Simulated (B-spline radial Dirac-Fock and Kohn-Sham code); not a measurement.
## Elastic scattering of 66.9 keV electrons by neutral oxygen

Method: relativistic (Dirac) partial waves in the static field of the Dirac-Fock atom with Furness-McCarthy exchange, without polarisation or absorption potentials. Computed with a radial finite-basis atomic code.

```
θ (°)  dσ/dΩ (a₀²/sr)  Sherman function
    0            17.9             0.000
  0.5            15.1             0.000
    1            9.74             0.000
    2            2.89             0.000
    4           0.318             0.000
    8          0.0244             0.000
   12         0.00549             0.000
   16         0.00187             0.000
   24        0.000395            -0.001
   32        0.000129            -0.001
   45        3.46e-05            -0.003
   60        1.17e-05            -0.006
   75        5.17e-06            -0.009
   90        2.75e-06            -0.011
  105        1.67e-06            -0.013
  120        1.14e-06            -0.014
  135        8.52e-07            -0.012
  150        6.95e-07            -0.009
  165        6.16e-07            -0.005
  180        5.93e-07             0.000
```

The total elastic cross section is 0.0449 a₀², the first transport cross section 0.000131 a₀² and the second, weighted with (3/2) sin²θ, 0.000341 a₀². The mean deflection is ⟨1 − cos θ⟩ = 0.00292, and 0.018 % of the collisions scatter beyond 90°.
